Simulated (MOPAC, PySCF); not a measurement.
H4GeSSi, SMILES `[SiH3][Ge][SH]` (lower singlet; Si–Ge–S–H torsion 180°), neutral singlet in the gas phase. This singlet lies 1.25 eV below the relaxed triplet at the level frozen-core CCSD(T)/cc-pVTZ // PBE0-D3(BJ)/def2-TZVP (Ansatz).

Cartesian coordinates (Å):
SMILES: [SiH3][Ge][SH]
```xyz
7

Si    -1.1756     0.2715     0.1326
Ge     0.5915    -1.3679    -0.3846
S      2.1412     0.0532     0.3010
H     -0.6959     1.5652     0.6934
H     -2.1275    -0.3423     1.1039
H     -1.9448     0.5517    -1.1148
H      3.2111    -0.7314     0.0692
```
Charge 0, spin multiplicity 1.

All levels are single points at this geometry (PBE0-D3(BJ)/def2-TZVP); Pople sets use spherical d functions. Orbital energies aren't observables, and empty levels follow the basis.

AM1 in MOPAC gives gap (eV) = 5.93.

Question: Estimate the gap (eV) from each of these levels: PBE-D3(BJ)/def2-TZVP in PySCF; PBE0-D3(BJ)/def2-TZVP in PySCF; B3LYP/6-31G* in PySCF; B3LYP/LANL2DZ in PySCF; BP86/6-31G* in PySCF; M06-2X/6-31G* in PySCF; SVWN5/6-31G* in PySCF; HF/3-21G in PySCF; HF/6-31G* in PySCF; PM3 in MOPAC; PM6 in MOPAC; PM7 in MOPAC.

Answer: 
```json
[
 {"level": "PBE-D3(BJ)/def2-TZVP in PySCF", "gap (eV)": "2.10"},
 {"level": "PBE0-D3(BJ)/def2-TZVP in PySCF", "gap (eV)": "3.80"},
 {"level": "B3LYP/6-31G* in PySCF", "gap (eV)": "3.45"},
 {"level": "B3LYP/LANL2DZ in PySCF", "gap (eV)": "3.43"},
 {"level": "BP86/6-31G* in PySCF", "gap (eV)": "2.11"},
 {"level": "M06-2X/6-31G* in PySCF", "gap (eV)": "5.68"},
 {"level": "SVWN5/6-31G* in PySCF", "gap (eV)": "2.04"},
 {"level": "HF/3-21G in PySCF", "gap (eV)": "8.72"},
 {"level": "HF/6-31G* in PySCF", "gap (eV)": "8.92"},
 {"level": "PM3 in MOPAC", "gap (eV)": "5.11"},
 {"level": "PM6 in MOPAC", "gap (eV)": "5.67"},
 {"level": "PM7 in MOPAC", "gap (eV)": "6.41"}
]
```
